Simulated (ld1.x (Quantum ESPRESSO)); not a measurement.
## phosphorus: excitation energies, all-electron against TM

* Element: phosphorus
* Generator: ld1.x (Quantum ESPRESSO) 7.5
* Type: norm-conserving Troullier–Martins (Kleinman–Bylander form)
* Functional: PW91
* Relativity: scalar-relativistic
* Frozen core: [Ne]
* Valence charge: 5
* Reference configuration: 3s2 3p3
* Partial waves: 3p (bound): rc 1.85 bohr; 3d channel at 0.1 Ry: rc 1.75 bohr; 3s (bound): rc 1.05 bohr
* Local potential: the s channel
* Core correction: Bessel-smoothed model core, default radius (core density twice the valence density)

Energies are relative to the spin-unpolarised reference configuration 3s2 3p3; without spin polarisation the order of configurations can differ from experiment.

```
valence configuration  charge  ΔE all-electron (eV)  error AE − PS (meV)
              3s2 3p2      +1                 9.776                 +5.3
              3s2 3p1      +2                28.983                  +36
              3s2 3p0      +3                58.804                 +118
              3s0 3p5       0                17.214                  -34
            3s2 3p2.5    +0.5                 3.797                 +0.8
            3s2 3p3.3    -0.3                -1.319                 +0.3
              3s1 3p4       0                 8.540                 -7.1
```

Levels in the configuration 3s0 3p5:

```
level  all-electron (eV)  pseudo (eV)
   3p             -6.631       -6.621
```
